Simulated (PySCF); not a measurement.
# Computed records: AlBFH2, F2HSi

All values are calculated (PySCF 2.14.0). Calculation on a computer-drawn molecule: vertical ionisation energy to the stated ion spin, frozen-core CCSD(T) at the basis limit and cheaper methods, single-reference cases, UHF for radicals, no spin-orbit; all values are single points at the evaluated structure, the first of each entry, which is the reference or a displaced copy of it and isn't optimised; the reference structure only sets the zero of the energies above reference; triples share is (T) over the correlation energy.

Common to all runs: diffuse functions no; basis cc-pV(n+d)Z; reference is the Hartree-Fock double-zeta minimum; best is HF at quadruple zeta + MP2 correlation extrapolated from triple and quadruple zeta + CCSD(T) minus MP2 at triple zeta; basis step is the size of the change from the same recipe one zeta lower.

(1) AlBFH2

Evaluated structure:
```xyz
5
AlBFH2
F      0.3357     1.2098     2.6188
B      0.4321     2.0563     1.6802
Al    -0.0383     1.4184    -0.3175
H      0.7696     3.0899     1.8309
H     -0.4004     0.7871    -1.7778
```

Reference structure:
```xyz
5
AlBFH2
F      0.4883     1.1771     2.5800
B      0.5554     2.0790     1.6455
Al    -0.0289     1.3485    -0.3616
H      0.8980     3.2005     1.8341
H     -0.4352     0.8486    -1.7729
```

Here we set charge 1, multiplicity 1 and ion multiplicity 2.

Results for AlBFH2: ionisation energy best 16.55 eV; ionisation energy basis step 0.02157 eV; energy above reference best 4.696 kcal/mol; energy above reference basis step 0.2039 kcal/mol; ionisation energy Koopmans at triple zeta 16.71 eV; ionisation energy EOM CCSD at triple zeta 16.51 eV; total energy HF triple zeta -367.0057 hartree; total energy CCSD(T) triple zeta -367.4347 hartree; total energy best -367.5029 hartree; T1 diagnostic at triple zeta 0.01487; D1 diagnostic at triple zeta 0.04227; ion T1 diagnostic at triple zeta 0.02987; ion D1 diagnostic at triple zeta 0.09265; ion spin squared at triple zeta 0.8351; triples share at triple zeta 0.02924; basis functions triple zeta 127.

Drawn bonds:
```csv
atom,other atom,order
1,2,1
2,3,1
2,4,1
3,5,1
```

Triple zeta:
```csv
method,ionisation energy (eV),energy above reference (kcal/mol)
HF,15.78,4.596
PBE,15.99,5.19
r2SCAN,16.05,4.854
B3LYP,16.27,4.641
wB97X,16.37,5.026
MP2,16.41,5.004
CCSD,16.45,4.776
CCSD(T),16.42,4.915
```

(2) AlBFH2

Evaluated structure:
```xyz
5
AlBFH2
F      0.3357     1.2098     2.6188
B      0.4321     2.0563     1.6802
Al    -0.0383     1.4184    -0.3175
H      0.7493     3.0278     1.8218
H     -0.4004     0.7871    -1.7778
```

Reference structure:
```xyz
5
AlBFH2
F      0.4883     1.1771     2.5800
B      0.5554     2.0790     1.6455
Al    -0.0289     1.3485    -0.3616
H      0.8980     3.2005     1.8341
H     -0.4352     0.8486    -1.7729
```

Settings of this run: charge 1, multiplicity 1 and ion multiplicity 2.

The calculation gives: ionisation energy best 16.6 eV; ionisation energy basis step 0.02165 eV; energy above reference best 11.07 kcal/mol; energy above reference basis step 0.179 kcal/mol; ionisation energy Koopmans at triple zeta 16.76 eV; ionisation energy EOM CCSD at triple zeta 16.57 eV; total energy HF triple zeta -366.9955 hartree; total energy CCSD(T) triple zeta -367.4245 hartree; total energy best -367.4928 hartree; T1 diagnostic at triple zeta 0.01488; D1 diagnostic at triple zeta 0.04243; ion T1 diagnostic at triple zeta 0.03052; ion D1 diagnostic at triple zeta 0.096; ion spin squared at triple zeta 0.8376; triples share at triple zeta 0.0291; basis functions triple zeta 127.

Drawn bonds:
```csv
atom,other atom,order
1,2,1
2,3,1
2,4,1
3,5,1
```

Triple zeta:
```csv
method,ionisation energy (eV),energy above reference (kcal/mol)
HF,15.83,10.95
PBE,16.04,11.94
r2SCAN,16.11,11.36
B3LYP,16.32,10.92
wB97X,16.42,11.54
MP2,16.47,11.38
CCSD,16.51,11.18
CCSD(T),16.48,11.36
```

(3) AlBFH2

Evaluated structure:
```xyz
5
AlBFH2
F      0.3357     1.2098     2.6188
B      0.4321     2.0563     1.6802
Al    -0.0383     1.4184    -0.3175
H      0.8268     3.2650     1.8564
H     -0.4004     0.7871    -1.7778
```

Reference structure:
```xyz
5
AlBFH2
F      0.4883     1.1771     2.5800
B      0.5554     2.0790     1.6455
Al    -0.0289     1.3485    -0.3616
H      0.8980     3.2005     1.8341
H     -0.4352     0.8486    -1.7729
```

It was run with charge 1, multiplicity 1 and ion multiplicity 2.

The calculation gives: ionisation energy best 16.34 eV; ionisation energy basis step 0.0218 eV; energy above reference best 4.165 kcal/mol; energy above reference basis step 0.3762 kcal/mol; ionisation energy Koopmans at triple zeta 16.5 eV; ionisation energy EOM CCSD at triple zeta 16.31 eV; total energy HF triple zeta -367.0055 hartree; total energy CCSD(T) triple zeta -367.4357 hartree; total energy best -367.5038 hartree; T1 diagnostic at triple zeta 0.01495; D1 diagnostic at triple zeta 0.04192; ion T1 diagnostic at triple zeta 0.02745; ion D1 diagnostic at triple zeta 0.07901; ion spin squared at triple zeta 0.8281; triples share at triple zeta 0.02973; basis functions triple zeta 127.

Drawn bonds:
```csv
atom,other atom,order
1,2,1
2,3,1
2,4,1
3,5,1
```

Triple zeta:
```csv
method,ionisation energy (eV),energy above reference (kcal/mol)
HF,15.58,4.716
PBE,15.8,3.455
r2SCAN,15.86,3.9
B3LYP,16.07,4.164
wB97X,16.17,4.269
MP2,16.2,4.765
CCSD,16.25,4.305
CCSD(T),16.22,4.29
```

(4) AlBFH2

Evaluated structure:
```xyz
5
AlBFH2
F     -2.9078    -0.9943     1.9244
B     -1.8348    -1.4950     1.5504
Al    -0.0525    -2.2765     1.0164
H      0.4714    -1.9014    -0.4204
H      0.6911    -3.3028     1.9961
```

Reference structure:
```xyz
5
AlBFH2
F     -2.9398    -0.9918     1.9150
B     -1.8131    -1.5026     1.5519
Al    -0.0354    -2.3079     0.9794
H      0.4999    -1.9173    -0.4493
H      0.6797    -3.2653     2.0051
```

Settings of this run: charge 0, multiplicity 2 and ion multiplicity 1.

The calculation gives: ionisation energy best 7.24 eV; ionisation energy basis step 0.03798 eV; energy above reference best 1.097 kcal/mol; energy above reference basis step 0.4614 kcal/mol; total energy HF triple zeta -367.2382 hartree; total energy CCSD(T) triple zeta -367.6805 hartree; total energy best -367.7520 hartree; T1 diagnostic at triple zeta 0.01752; D1 diagnostic at triple zeta 0.05057; spin squared at triple zeta 0.7598; ion T1 diagnostic at triple zeta 0.01693; ion D1 diagnostic at triple zeta 0.04298; triples share at triple zeta 0.03054; basis functions triple zeta 127; dipole magnitude HF at triple zeta 1.061 debye; dipole magnitude CCSD unrelaxed at triple zeta 1.415 debye; dipole magnitude PBE at triple zeta 1.604 debye; dipole magnitude r2SCAN at triple zeta 1.595 debye; dipole magnitude B3LYP at triple zeta 1.432 debye; dipole magnitude wB97X at triple zeta 1.353 debye.

Drawn bonds:
```csv
atom,other atom,order
1,2,1
2,3,1
3,4,1
3,5,1
```

Triple zeta:
```csv
method,ionisation energy (eV),energy above reference (kcal/mol)
HF,6.771,0.4962
PBE,7.403,1.565
r2SCAN,7.498,1.161
B3LYP,7.396,1.23
wB97X,7.258,1.381
MP2,7.068,1.371
CCSD,7.139,1.214
CCSD(T),7.155,1.363
```

(5) AlBFH2

Evaluated structure:
```xyz
5
AlBFH2
F     -2.9528    -0.9929     1.9017
B     -1.8266    -1.4865     1.5650
Al    -0.0211    -2.3259     0.9524
H      0.4971    -1.9150    -0.4640
H      0.9140    -3.5924     2.3675
```

Reference structure:
```xyz
5
AlBFH2
F     -2.9398    -0.9918     1.9150
B     -1.8131    -1.5026     1.5519
Al    -0.0354    -2.3079     0.9794
H      0.4999    -1.9173    -0.4493
H      0.6797    -3.2653     2.0051
```

Here we set charge 0, multiplicity 2 and ion multiplicity 1.

Results for AlBFH2: ionisation energy best 7.283 eV; ionisation energy basis step 0.03821 eV; energy above reference best 24.62 kcal/mol; energy above reference basis step 0.04453 kcal/mol; total energy HF triple zeta -367.1961 hartree; total energy CCSD(T) triple zeta -367.6439 hartree; total energy best -367.7145 hartree; T1 diagnostic at triple zeta 0.02068; D1 diagnostic at triple zeta 0.05855; spin squared at triple zeta 0.7685; ion T1 diagnostic at triple zeta 0.01955; ion D1 diagnostic at triple zeta 0.05073; triples share at triple zeta 0.03213; basis functions triple zeta 127; dipole magnitude HF at triple zeta 1.507 debye; dipole magnitude CCSD unrelaxed at triple zeta 1.579 debye; dipole magnitude PBE at triple zeta 1.745 debye; dipole magnitude r2SCAN at triple zeta 1.79 debye; dipole magnitude B3LYP at triple zeta 1.651 debye; dipole magnitude wB97X at triple zeta 1.687 debye.

Drawn bonds:
```csv
atom,other atom,order
1,2,1
2,3,1
3,4,1
3,5,1
```

Triple zeta:
```csv
method,ionisation energy (eV),energy above reference (kcal/mol)
HF,6.866,26.89
PBE,7.439,22.14
r2SCAN,7.555,23.96
B3LYP,7.444,24.69
wB97X,7.336,25.8
MP2,7.126,26.47
CCSD,7.185,24.72
CCSD(T),7.199,24.32
```

(6) AlBFH2

Evaluated structure:
```xyz
5
AlBFH2
F     -2.9260    -0.9945     1.9185
B     -1.8206    -1.4964     1.5551
Al    -0.0308    -2.3149     0.9615
H      0.4980    -1.9205    -0.4354
H      0.7006    -3.2650     2.0063
```

Reference structure:
```xyz
5
AlBFH2
F     -2.9398    -0.9918     1.9150
B     -1.8131    -1.5026     1.5519
Al    -0.0354    -2.3079     0.9794
H      0.4999    -1.9173    -0.4493
H      0.6797    -3.2653     2.0051
```

Settings of this run: charge 0, multiplicity 2 and ion multiplicity 1.

The calculation gives: ionisation energy best 7.203 eV; ionisation energy basis step 0.03996 eV; energy above reference best 0.3202 kcal/mol; energy above reference basis step 0.158 kcal/mol; total energy HF triple zeta -367.2390 hartree; total energy CCSD(T) triple zeta -367.6820 hartree; total energy best -367.7533 hartree; T1 diagnostic at triple zeta 0.01795; D1 diagnostic at triple zeta 0.0537; spin squared at triple zeta 0.7598; ion T1 diagnostic at triple zeta 0.01719; ion D1 diagnostic at triple zeta 0.04318; triples share at triple zeta 0.03082; basis functions triple zeta 127; dipole magnitude HF at triple zeta 0.633 debye; dipole magnitude CCSD unrelaxed at triple zeta 1.05 debye; dipole magnitude PBE at triple zeta 1.297 debye; dipole magnitude r2SCAN at triple zeta 1.269 debye; dipole magnitude B3LYP at triple zeta 1.087 debye; dipole magnitude wB97X at triple zeta 0.9759 debye.

Drawn bonds:
```csv
atom,other atom,order
1,2,1
2,3,1
3,4,1
3,5,1
```

Triple zeta:
```csv
method,ionisation energy (eV),energy above reference (kcal/mol)
HF,6.728,-0.001489
PBE,7.378,0.5797
r2SCAN,7.469,0.3834
B3LYP,7.366,0.3709
wB97X,7.22,0.5173
MP2,7.026,0.3649
CCSD,7.1,0.3424
CCSD(T),7.116,0.4001
```

(7) AlBFH2

Evaluated structure:
```xyz
5
AlBFH2
F     -2.9260    -0.9945     1.9185
B     -1.9148    -1.4536     1.5861
Al    -0.1250    -2.2721     0.9925
H      0.4038    -1.8777    -0.4044
H      0.6064    -3.2222     2.0373
```

Reference structure:
```xyz
5
AlBFH2
F     -2.9398    -0.9918     1.9150
B     -1.8131    -1.5026     1.5519
Al    -0.0354    -2.3079     0.9794
H      0.4999    -1.9173    -0.4493
H      0.6797    -3.2653     2.0051
```

Settings of this run: charge 0, multiplicity 2 and ion multiplicity 1.

Results for AlBFH2: ionisation energy best 6.848 eV; ionisation energy basis step 0.03866 eV; energy above reference best 10.96 kcal/mol; energy above reference basis step 1.37 kcal/mol; total energy HF triple zeta -367.2241 hartree; total energy CCSD(T) triple zeta -367.6637 hartree; total energy best -367.7363 hartree; T1 diagnostic at triple zeta 0.01609; D1 diagnostic at triple zeta 0.04635; spin squared at triple zeta 0.7593; ion T1 diagnostic at triple zeta 0.01466; ion D1 diagnostic at triple zeta 0.03639; triples share at triple zeta 0.02983; basis functions triple zeta 127; dipole magnitude HF at triple zeta 1.751 debye; dipole magnitude CCSD unrelaxed at triple zeta 2.057 debye; dipole magnitude PBE at triple zeta 2.199 debye; dipole magnitude r2SCAN at triple zeta 2.225 debye; dipole magnitude B3LYP at triple zeta 2.041 debye; dipole magnitude wB97X at triple zeta 1.964 debye.

Drawn bonds:
```csv
atom,other atom,order
1,2,1
2,3,1
3,4,1
3,5,1
```

Triple zeta:
```csv
method,ionisation energy (eV),energy above reference (kcal/mol)
HF,6.316,9.318
PBE,7.055,12.65
r2SCAN,7.133,11.37
B3LYP,7.01,11.42
wB97X,6.843,12.09
MP2,6.674,11.76
CCSD,6.738,11.49
CCSD(T),6.767,11.88
```

(8) F2HSi

Evaluated structure:
```xyz
4
F2HSi
F     -1.1588    -0.4878    -0.1690
Si    -0.2959    -1.5184    -0.8966
F     -0.8566    -2.1478    -2.1599
H      1.0440    -1.8247    -0.3513
```

Reference structure:
```xyz
4
F2HSi
F     -1.2018    -0.4842    -0.1544
Si    -0.2940    -1.4858    -0.8868
F     -0.8495    -2.1205    -2.1722
H      1.0232    -1.8162    -0.3890
```

Here we set charge 1, multiplicity 1 and ion multiplicity 2.

It finds ionisation energy best 22.91 eV; ionisation energy basis step 0.01948 eV; energy above reference best 0.08371 kcal/mol; energy above reference basis step 0.2061 kcal/mol; ionisation energy Koopmans at triple zeta 23.49 eV; ionisation energy EOM CCSD at triple zeta 22.89 eV; total energy HF triple zeta -488.2806 hartree; total energy CCSD(T) triple zeta -488.9003 hartree; total energy best -489.0162 hartree; T1 diagnostic at triple zeta 0.01428; D1 diagnostic at triple zeta 0.04196; ion T1 diagnostic at triple zeta 0.03587; ion D1 diagnostic at triple zeta 0.1867; ion spin squared at triple zeta 0.7683; triples share at triple zeta 0.02886; basis functions triple zeta 113.

Drawn bonds:
```csv
atom,other atom,order
1,2,1
2,3,1
2,4,1
```

Triple zeta:
```csv
method,ionisation energy (eV),energy above reference (kcal/mol)
HF,22.41,-0.4505
PBE,21.91,0.3462
r2SCAN,22.14,0.1004
B3LYP,22.44,0.2016
wB97X,22.67,0.1047
MP2,22.71,0.2927
CCSD,22.9,0.03942
CCSD(T),22.77,0.1413
```

(9) F2HSi

Evaluated structure:
```xyz
4
F2HSi
F     -1.0787    -0.5131    -0.1965
Si    -0.3465    -1.5425    -0.8326
F     -0.8327    -2.0873    -2.0714
H      0.9582    -1.8268    -0.4666
```

Reference structure:
```xyz
4
F2HSi
F     -1.2018    -0.4842    -0.1544
Si    -0.2940    -1.4858    -0.8868
F     -0.8495    -2.1205    -2.1722
H      1.0232    -1.8162    -0.3890
```

Here we set charge 1, multiplicity 1 and ion multiplicity 2.

The calculation gives: ionisation energy best 23.22 eV; ionisation energy basis step 0.007016 eV; energy above reference best 15.96 kcal/mol; energy above reference basis step 1.232 kcal/mol; ionisation energy Koopmans at triple zeta 23.74 eV; ionisation energy EOM CCSD at triple zeta 23.21 eV; total energy HF triple zeta -488.2644 hartree; total energy CCSD(T) triple zeta -488.8745 hartree; total energy best -488.9909 hartree; T1 diagnostic at triple zeta 0.01227; D1 diagnostic at triple zeta 0.03543; ion T1 diagnostic at triple zeta 0.03092; ion D1 diagnostic at triple zeta 0.1625; ion spin squared at triple zeta 0.7587; triples share at triple zeta 0.02672; basis functions triple zeta 113.

Drawn bonds:
```csv
atom,other atom,order
1,2,1
2,3,1
2,4,1
```

Triple zeta:
```csv
method,ionisation energy (eV),energy above reference (kcal/mol)
HF,22.62,9.707
PBE,22.3,20.53
r2SCAN,22.52,16.51
B3LYP,22.81,17.03
wB97X,23,16.13
MP2,23.01,16.93
CCSD,23.19,15.26
CCSD(T),23.1,16.36
```

(10) F2HSi

Evaluated structure:
```xyz
4
F2HSi
F     -1.0787    -0.5131    -0.1965
Si    -0.3465    -1.5425    -0.8326
F     -0.8327    -2.0873    -2.0714
H      1.1919    -1.8777    -0.4010
```

Reference structure:
```xyz
4
F2HSi
F     -1.2018    -0.4842    -0.1544
Si    -0.2940    -1.4858    -0.8868
F     -0.8495    -2.1205    -2.1722
H      1.0232    -1.8162    -0.3890
```

It was run with charge 1, multiplicity 1 and ion multiplicity 2.

The calculation gives: ionisation energy best 21.95 eV; ionisation energy basis step 0.00771 eV; energy above reference best 20.64 kcal/mol; energy above reference basis step 1.485 kcal/mol; ionisation energy Koopmans at triple zeta 22.14 eV; ionisation energy EOM CCSD at triple zeta 21.95 eV; total energy HF triple zeta -488.2544 hartree; total energy CCSD(T) triple zeta -488.8669 hartree; total energy best -488.9834 hartree; T1 diagnostic at triple zeta 0.01253; D1 diagnostic at triple zeta 0.03556; ion T1 diagnostic at triple zeta 0.02281; ion D1 diagnostic at triple zeta 0.1069; ion spin squared at triple zeta 0.7536; triples share at triple zeta 0.02721; basis functions triple zeta 113.

Drawn bonds:
```csv
atom,other atom,order
1,2,1
2,3,1
2,4,1
```

Triple zeta:
```csv
method,ionisation energy (eV),energy above reference (kcal/mol)
HF,21.12,15.99
PBE,21.33,23.25
r2SCAN,21.46,20.76
B3LYP,21.74,21.45
wB97X,21.82,20.82
MP2,21.64,22.41
CCSD,21.88,20.28
CCSD(T),21.82,21.15
```
